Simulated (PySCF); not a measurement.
Correlation energy of Br (bromine, neutral)

[Ar] 3d10 4s2 4p5, 2P determinant. Calculation: PySCF 2.14, in x2c-TZVPall (6s5p4d1f, 48 functions); the spin-free X2C one-electron Hamiltonian (Gaussian nucleus). Frozen: [Ar] 3d10; 7 electrons correlated.

MP2 pair energies summed by pair of shells (mhartree):

| pair | energy | share (%) |
| --- | --- | --- |
| 4p-4p | -81.44 | 60.7 |
| 4s-4p | -44.56 | 33.2 |
| 4s-4s | -8.06 | 6.0 |

Total MP2 correlation energy: -134.06 mhartree.

Same-spin part -30.50 and opposite-spin part -103.57 mhartree; SCS-MP2 scales them by 1/3 and 6/5 to -134.45 mhartree.

```csv
level,correlation energy (mhartree)
CCSD,-153.22
(T),-4.49
CCSD(T),-157.71
```

Diagnostics: T1 = 0.0062, D1 = 0.0204, largest double amplitude 0.045.

Q: Is a single reference adequate?

A: Yes, within this model without spin-orbit coupling: T1 lies below 0.03 and no double amplitude reaches 0.07.
